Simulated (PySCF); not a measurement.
**Structure elucidation problem**

An unknown has the formula C2H8F3NSi2. Its calculated NMR data are:

1H NMR (600 MHz, computed): δ 4.77 (s, 6H), 3.51 (m, 2H).

13C{1H} NMR (computed): δ 135.9 (C), 59.7 (CH2).

- NMR shieldings at PBE0/pcSseg-1/GIAO
- structure optimised with GFN2-xTB
- code: PySCF
- isolated molecule, rapidly exchanging positions averaged, non-relativistic Hamiltonian, single conformer

δ = σ(ref) − σ, references computed at the same level: 1H (σ = 31.72 ppm) and 13C (σ = 186.93 ppm) vs TMS.

Q: Propose a structure and justify it.

A: 
- The formula gives 0 degrees of unsaturation.
- 2 carbon signals for 2 carbons: no two carbons are equivalent.
- Carbon types of the structure: 1 × C, 1 × CH2, leaving 6 H on heteroatoms.
- δC 135.9: CF3 carbon; 3 electronegative neighbours deshield it.
- δC 59.7: sp3 CH2 bonded to N; deshielded by the electronegative neighbour.
- δH 4.77: hydrogen on a silicon bonded to N.
- δH 3.51: hydrogen on an sp3 CH2 bonded to N; its carbon carries N, an electronegative neighbour.

These data were computed for SMILES FC(F)(F)CN([SiH3])[SiH3].

This is the structure that produced the data.

Splittings by 19F in the carbon and heteronuclear signals aren't shown, as no couplings were computed. Shifts are as computed. Against solution values, carbons near 30 ppm lie about +3 ppm off and those near 130 ppm about +5 ppm. Of 1211 compounds with measured shifts, 218 miss one by over three times the rms of a fit or turn the order of signals round; such compounds aren't used in these exercises. Multiplicities follow the n + 1 count of equivalent neighbours, as no J values were calculated; m marks all less simple cases, F and P coupling included.
